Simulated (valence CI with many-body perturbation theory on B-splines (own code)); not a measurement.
# Sr33+ in brief

Calculated by valence CI with perturbative core correlation (CI+MBPT): three valence electrons over a frozen Dirac-Fock core [He], a basis of 11 s, 11 p, 9 d, 7 f, 5 g, 2 h, 1 i functions for each j, with the one-electron correlation potential Σ1, the two-electron term Σ2, the three-electron term Σ3, Breit, model QED; selected CI, second order for the rest (own B-spline code, finite nucleus).

The last digits are not significant, and no measured levels were compared; by estimate large intervals hold to a few tenths of a per cent, small ones and those within an open d or f shell to about a per cent.

Levels are named by their leading jj configuration (3d3/2^4 stands for four electrons in 3d with j = 3/2), which in mixed levels can hold well under half, so a name can repeat and another be missing.

Rates and lifetimes use the calculated energies. Strong lines usually hold to 10 to 20 %, long lifetimes can be off by a factor of two.

Question: What is the ground level?

Answer: (2s^2 2p1/2) J=1/2, composition 99 % 2s2 2p 2P°, g = 0.654.

Question: Among levels below 22006 × 10³ cm⁻¹, which E1 lines absorb most strongly from the ground level?

Answer: to (2s^2 3d3/2) J=3/2 at 0.5045 nm, f = 0.707; to (2s 2p1/2 3p3/2) J=3/2 at 0.4935 nm, f = 0.221; to (2s 2p1/2 3p3/2) J=1/2 at 0.4945 nm, f = 0.133.

Question: What are the static dipole polarisabilities of the lowest levels?

Answer: (2s^2 2p1/2) J=1/2 0.00303 bohr³, of which the core gives 4.14e-06.

Question: Where does the other parity begin?

Answer: At (2s 2p1/2^2) J=1/2, 762.69 × 10³ cm⁻¹.

Question: What is the ionisation energy?

Answer: 4233.8 eV; NIST lists 4232 ± 3 eV (semi-empirical).
